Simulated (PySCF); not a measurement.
Vertical excitations of a molecule C4H6ClF from TDDFT-PBE/def2-SVPD in PySCF 2.14.0, as energy in eV (oscillator strength): 6.00 (0.112), 6.18 (0.001), 6.27 (0.088), 6.67 (0.008), 6.77 (0.021), 6.85 (0.004), 6.93 (0.009), 7.37 (0.011), 7.41 (0.020), 7.71 (0.006). Lowest triplet (TDA): 4.11 eV. Coordinates come from a TPSSh-D3(BJ)/def2-SVP optimisation. Other conformers were not sampled.

### Question
Pick the molecule that these values belong to.
A) F/C=C/CCCl
B) C=CC[C@H](F)Cl
C) F[C@H]1C[C@@H](Cl)C1
D) C[C@@H](F)/C=C\Cl

### Answer
D, C[C@@H](F)/C=C\Cl
